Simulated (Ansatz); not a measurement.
Program: Ansatz. Geometries: PBE0-D4/def2-TZVP. ΔE: electronic, gas phase. CBS: MP2 limit from def2 TZ/QZ plus the TZ coupled-cluster correction, frozen cores. Functionals use def2-TZVPP. B3LYP here is the variant with VWN-RPA as its local correlation; programs differ in this. For Ge outer-core shells are correlated without core-valence functions, which leaves a few kJ/mol of doubt a bond. Scalar relativity is left out up to krypton. One conformer a species, not always the lowest.

Reaction (redistribution): `C[O][GeH]([F])[Cl]` + `O[SiH2][SiH3]` → `[F][GeH2][Cl]` + `CO[SiH2][SiH2]O`

`C[O][GeH]([F])[Cl]`:

```xyz
9

C     0.068   -0.274    1.402
O    -0.121    0.741    0.434
Ge   -0.208    0.366   -1.269
F    -0.001    1.887   -2.038
Cl    1.434   -0.876   -1.826
H    -0.778   -0.971    1.434
H     0.987   -0.841    1.221
H     0.146    0.217    2.372
H    -1.528   -0.247   -1.730
```

`O[SiH2][SiH3]`:

Cartesian coordinates in Å:
```
O 1.691 1.174 0.225
Si 0.647 0.318 -0.730
Si -1.000 -0.794 0.520
H 1.321 1.855 0.788
H -0.030 1.203 -1.723
H 1.491 -0.656 -1.465
H -1.940 -1.502 -0.393
H -1.781 0.187 1.325
H -0.399 -1.785 1.452
```

`[F][GeH2][Cl]`:

Cartesian coordinates in Å:
```
F 1.481 0.209 -0.788
Ge 0.041 -0.075 0.128
Cl -1.564 0.768 -0.995
H 0.188 0.688 1.444
H -0.146 -1.590 0.211
```

`CO[SiH2][SiH2]O`:

```xyz
13

C    -1.590    1.519    1.368
O    -0.922    0.369    0.903
Si    0.267    0.433   -0.237
Si    1.025   -1.767   -0.555
O     2.078   -1.853   -1.831
H    -2.302    1.215    2.138
H    -0.890    2.240    1.805
H    -2.142    2.014    0.560
H    -0.263    1.002   -1.517
H     1.360    1.354    0.201
H    -0.152   -2.661   -0.761
H     1.788   -2.249    0.622
H     1.743   -1.617   -2.696
```

(1) Is it downhill or uphill in electronic energy at CCSD(T)/CBS, and by how much? (An estimate is asked.)

(2) What do these levels give: PBE-D4, PBE0-D4, ωB97M-V, PBE0, B3LYP, CCSD/def2-TZVPP, CCSD(T)/def2-TZVPP, HF/def2-QZVPP, MP2/def2-QZVPP, SCS-MP2/def2-QZVPP, HF/CBS(def2), CCSD/CBS(def2)? (Estimate.)

Largest T1 diagnostic among the species: 0.012.

Answers

(1) Ansatz gave: Downhill: ΔE = -0.38 eV.

(2) The calculation gave: PBE-D4 -0.34, PBE0-D4 -0.37, ωB97M-V -0.40, PBE0 -0.38, B3LYP -0.43, CCSD/def2-TZVPP -0.36, CCSD(T)/def2-TZVPP -0.33, HF/def2-QZVPP -0.47, MP2/def2-QZVPP -0.38, SCS-MP2/def2-QZVPP -0.39, HF/CBS(def2) -0.47, CCSD/CBS(def2) -0.40 eV.

In def2-TZVPP, CCSD(T) changes the Hartree–Fock value by +0.12 eV (the triples alone add +0.03 eV) and MP2 by +0.11 eV.
